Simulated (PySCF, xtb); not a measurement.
Ga(SH)3 (GaH3S3), SMILES [SH][Ga]([SH])[SH]. The values are those of a single conformer.

Harmonic wavenumbers (cm⁻¹) from GFN2-xTB (xtb) at its own minimum, in rising order: 91, 100, 100, 129, 165, 178, 297, 369, 384, 576, 596, 616, 2357, 2379, 2396.

Problem. What does PBE-D3(BJ)/def2-SVP in PySCF give at its own minimum? (An estimate is asked for; the answer gives what the named calculation found.)

Solution. 80, 100, 109, 120, 216, 238, 331, 417, 420, 627, 682, 702, 2617, 2619, 2621. Paired by order, the mean absolute difference is 81 cm⁻¹ and the zero-point energies are 15.3 and 17.0 kcal/mol.
